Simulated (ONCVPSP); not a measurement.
tantalum (Ta): one change to an ONCV potential, before and after

```
Element                 : tantalum
Generator               : ONCVPSP 4.0.1
Type                    : optimised norm-conserving Vanderbilt (ONCV)
Functional              : PBE
Relativity              : fully relativistic
Frozen core             : [Kr] 4d10
Valence charge          : 27
Reference configuration : 4f14 5s2 5p6 5d3 6s2
Partial waves           : 5s+6s: rc 1.75 bohr, ncon 5, nbas 10, qcut 5.7 1/bohr, 3 projectors, debl 1.1 Ha; 5p: rc 2.05 bohr, ncon 4, nbas 9, qcut 5.2 1/bohr, 1 projector; 5d: rc 2.85 bohr, ncon 4, nbas 8, qcut 6.1 1/bohr, 2 projectors, debl 1.3 Ha; 4f: rc 0.95 bohr, ncon 4, nbas 9, qcut 15 1/bohr, 2 projectors, debl 0.4 Ha
Local potential         : polynomial inside 0.80 bohr (lpopt 5, dvloc0 0 Ha)
Core correction         : Teter function, fcfact 5.5, rcfact 1.35
```

Open shells are filled in proportion to 2j + 1.

In the f channel the program set the typed energies aside and used -0.873, 0.250 Ha (j = l + 1/2; the other j can differ).

All-electron outer shells of the reference configuration (PBE, scalar-relativistic, ld1.x):

```json
{"shell": "4d", "level (eV)": "-222.19", "outermost node (bohr)": "0.22", "outermost maximum (bohr)": "0.46"}
{"shell": "5s", "level (eV)": "-73.00", "outermost node (bohr)": "0.54", "outermost maximum (bohr)": "0.98"}
{"shell": "5p", "level (eV)": "-39.40", "outermost node (bohr)": "0.58", "outermost maximum (bohr)": "1.13"}
{"shell": "4f", "level (eV)": "-24.70", "outermost node (bohr)": "–", "outermost maximum (bohr)": "0.44"}
{"shell": "6s", "level (eV)": "-5.44", "outermost node (bohr)": "1.32", "outermost maximum (bohr)": "2.78"}
{"shell": "5d", "level (eV)": "-3.59", "outermost node (bohr)": "0.65", "outermost maximum (bohr)": "1.58"}
```

Change: local potential polynomial inside 0.80 bohr (lpopt 5, dvloc0 1 Ha).

Cutoffs: the cutoffs (Ha) at which the residual kinetic energy of the hardest occupied pseudo-wave falls to 1 and 0.1 mHa per electron; they do not see the model core or the augmentation charge, which bear on the density cutoff. Errors are all-electron minus pseudo energies relative to the spin-unpolarised reference configuration.

Problem. Predict the effect on cutoff, ghosts and configuration errors.

Solution. The potential gets neither clearly harder nor softer (204 Ha and 391 Ha → 204 Ha and 391 Ha); both files keep a bound ghost (p, s); of the 3 tests that both files solve, the error grows in 0 and shrinks in 3 by more than 15 % and 0.3 meV (median size 9.1 → 4.5 meV); the range in which the p1/2 phases agree narrows (upper end 0.1 → -1.5).

```tsv
quantity	base	changed
cutoff, loose	204 Ha	204 Ha
cutoff, tight	391 Ha	391 Ha
bound ghosts	s, p3/2, p1/2	s, p3/2, p1/2
GHOST(+) flags under 300 eV	d5/2 at 77.9 eV, d3/2 at 110.4 eV	d5/2 at 85.8 eV, d3/2 at 116.9 eV
tests with a reliable result	3 of 4	3 of 4
error for 4f14 5s2 5p6 5d3 6s1, meV [ΔE 8.47 eV]	-2.2	-0.4
error for 4f14 5s2 5p6 5d3 6s0, meV [ΔE 23.45 eV]	-13	-4.5
error for 4f14 5s2 5p6 5d2 6s0, meV [ΔE 47.04 eV]	-9.1	+4.8
s: phases at 1.78 bohr within 0.05 rad from the reference energy up to (Ha; the scan ends near 5)	to the end of the scan	to the end of the scan
p3/2: phases at 2.08 bohr within 0.05 rad from the reference energy up to (Ha; the scan ends near 5)	to the end of the scan	to the end of the scan
p1/2: phases at 2.08 bohr within 0.05 rad from the reference energy up to (Ha; the scan ends near 5)	0.1	-1.5
d5/2: phases at 2.89 bohr within 0.05 rad from the reference energy up to (Ha; the scan ends near 5)	2.8	3.1
d3/2: phases at 2.89 bohr within 0.05 rad from the reference energy up to (Ha; the scan ends near 5)	3.8	3.9
f7/2: phases at 0.97 bohr within 0.05 rad from the reference energy up to (Ha; the scan ends near 5)	to the end of the scan	to the end of the scan
f5/2: phases at 0.97 bohr within 0.05 rad from the reference energy up to (Ha; the scan ends near 5)	to the end of the scan	to the end of the scan
rms error of d²Exc/dni dnj with the model core, mHa	3.26	3.27
```

 A true bound ghost makes a file unfit for plane-wave use even where its test errors are small: the radial tests pick states by their node count and pass the ghost by.
